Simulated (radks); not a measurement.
The numbers below are computed, except where a source is named.
Fe I, 26 electrons, occupied as [Ar] 3d7 4p1 (not the ground configuration).

Code: a radial shooting solver on a logarithmic mesh with Libxc functionals. Model: non-relativistic Kohn-Sham, PBE, spin-polarised, spherical densities, point nucleus; open shells are filled with parallel spins first.

Energy parts (Ry):
| part | energy |
|---|---|
| total | -2526.58319 |
| kinetic | 2524.59402 |
| electron-nucleus | -6017.59589 |
| Hartree | 1077.15816 |
| exchange-correlation | -110.73949 |

Orbitals (lengths in bohr, moments of r in powers of bohr):
| orbital | occ. | eigenvalue (Ry) | <1/r> |
|---|---|---|---|
| 1s up | 1 | -509.3232 | 25.52 |
| 1s down | 1 | -509.3230 | 25.52 |
| 2s up | 1 | -58.99741 | 5.462 |
| 2s down | 1 | -58.90064 | 5.468 |
| 2p up | 3 | -50.86867 | 5.414 |
| 2p down | 3 | -50.79618 | 5.420 |
| 3s up | 1 | -6.60881 | 1.715 |
| 3s down | 1 | -6.38939 | 1.710 |
| 3p up | 3 | -4.24353 | 1.585 |
| 3p down | 3 | -4.02711 | 1.579 |
| 3d up | 5 | -0.47392 | 1.163 |
| 3d down | 2 | -0.27950 | 1.121 |
| 4p up | 1 | -0.14420 | 0.2846 |

The highest occupied level is 4p up at -1.962 eV. Virial ratio -V/T = 2.00079. The electron density at the nucleus is 1.191e+04 e/bohr^3. The spin density at the nucleus is -0.616 e/bohr^3 (1s -0.023, 2s -1.105, 3s 0.512), a Fermi contact field of -32.3 T.
